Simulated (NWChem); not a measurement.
Species: C₂H₄BFO₂; SMILES B1(OCO1)CF

```xyz
10

F     -0.4597    -2.2680     0.0000
C      0.6463    -1.4179     0.0000
B      0.1954     0.0879     0.0000
O     -1.0570     0.6817     0.0000
C     -0.3062     1.9072     0.0000
O      0.9698     1.2448     0.0000
H      1.2657    -1.6419     0.8812
H      1.2657    -1.6419    -0.8812
H     -0.4698     2.4950    -0.9080
H     -0.4698     2.4950     0.9080
```
Atoms are numbered in this order, from 1.

Level: B3LYP/6-31G* (spherical d) (NWChem), optimised geometry, unscaled harmonic frequencies. 

```tsv
frequency (cm⁻¹)	IR intensity (km/mol)
56	3.2
159	2.1
208	6.4
411	0.7
515	19.2
647	17.9
908	21.3
914	11.4
952	5.0
1066	180.7
1080	44.6
1130	0.0
1152	9.7
1159	118.5
1245	1.8
1324	74.3
1423	65.9
1468	131.3
1505	8.0
1572	0.3
3022	20.9
3055	25.8
3083	59.7
3151	31.1
```

```yaml
zero_point_energy: 44.6 kcal/mol
thermal correction to the enthalpy at 298.15 K (with zero-point energy): 48.8 kcal/mol
heat capacity Cv: 18.6 cal/(mol K)
entropy at 298.15 K and 1 atm (symmetry number 1): 77.7 cal/(mol K)
dipole_moment: 2.05 D
```

Rigid rotor and harmonic oscillator; modes under 100 cm⁻¹ make the entropy uncertain.
